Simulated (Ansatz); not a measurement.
The cluster Na4O2 was relaxed with r2SCAN-D4 (def2-SVP, def2-SVPD) in Ansatz in these states: charge -1 doublet, neutral singlet. The geometries follow in no particular order.

A:

```xyz
6

Na   -1.6948   -0.0796    3.3396
Na    1.6964    0.0901   -3.3385
Na   -1.1503    0.2300   -0.5783
Na    1.1495   -0.2352    0.5778
O    -0.7725   -0.0445    1.5189
O     0.7717    0.0392   -1.5194
```

B:

```xyz
6

Na   -0.755   -3.148    1.777
Na    0.754    3.143   -1.788
Na    1.283   -0.255    0.093
Na   -1.283    0.258   -0.087
O    -0.345   -1.435    0.821
O     0.345    1.438   -0.817
```

**Question.** Judge from the bond lengths which geometry belongs to which state (an estimate).

**Answer.** A is the charge -1 doublet (Na1–Na3 3.968 Å, Na1–Na4 3.968 Å, Na2–Na4 3.968 Å); B is the neutral singlet (Na1–Na3 3.919 Å, Na1–Na4 3.919 Å, Na2–Na4 3.919 Å).

At r2SCAN-D4/def2-SVPD the highest occupied level of the relaxed charge -1 doublet lies above zero (up to 0.63 eV). By energy differences its removal costs 0.32 eV (each at its own geometry, to the charge 0 singlet, at PBE0-D4/def2-TZVPD). At r2SCAN-D4/def2-SVPD the gap within one spin of the relaxed charge -1 doublet nearly closes, so an electron or hole may be smeared out by delocalisation error. These are the stationary points nearest to one start from a short search; other shapes may lie lower in each state.
